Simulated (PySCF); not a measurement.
Correlation energy of F⁺ (fluorine, charge +1)

[He] 2s2 2p4, high-spin 3P determinant. All numbers are calculated (PySCF 2.14, scalar relativity by spin-free X2C-1e, in aug-cc-pVQZ-DK). Frozen: 1s2; 6 electrons correlated.

```csv
level,correlation energy (mhartree)
CCSD,-174.14
(T),-2.57
CCSD(T),-176.71
```

Diagnostics: T1 = 0.0040, D1 = 0.0085, largest double amplitude 0.023.

Cost of the coupled-cluster step: of the order of 14 core-seconds, for 6 correlated electrons.
